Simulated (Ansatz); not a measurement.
```xyz
11

C    -0.763    1.072    1.109
C    -0.599    0.799   -0.186
C     0.657    0.304   -0.814
Ga    0.459   -1.628   -0.477
Cl    1.629   -2.360    1.183
H     0.059    0.997    1.815
H    -1.722    1.390    1.498
H    -1.463    0.883   -0.843
H     1.551    0.653   -0.298
H     0.717    0.546   -1.875
H    -0.524   -2.656   -1.112
```

The species carries charge 0 and has multiplicity 1.

List the ωB97M-V/def2-TZVPP orbital energies in eV (Ansatz 0.2.0). (Best estimate.)

Computed: Occupied: -10154.06, -2771.28, -1257.55, -1111.74, -1111.64, -1111.61, -282.11, -281.63, -281.45, -261.66, -199.12, -199.03, -199.00, -154.92, -107.43, -107.20, -107.09, -26.68, -26.47, -26.42, -26.35, -26.28, -25.17, -24.53, -21.96, -18.40, -16.06, -15.34, -14.74, -13.38, -12.71, -12.12, -11.74, -11.28, -10.81, -9.18. Lowest empty: 0.37, 1.76, 2.30, 2.69, 3.48, 3.68, 4.09, 4.57.
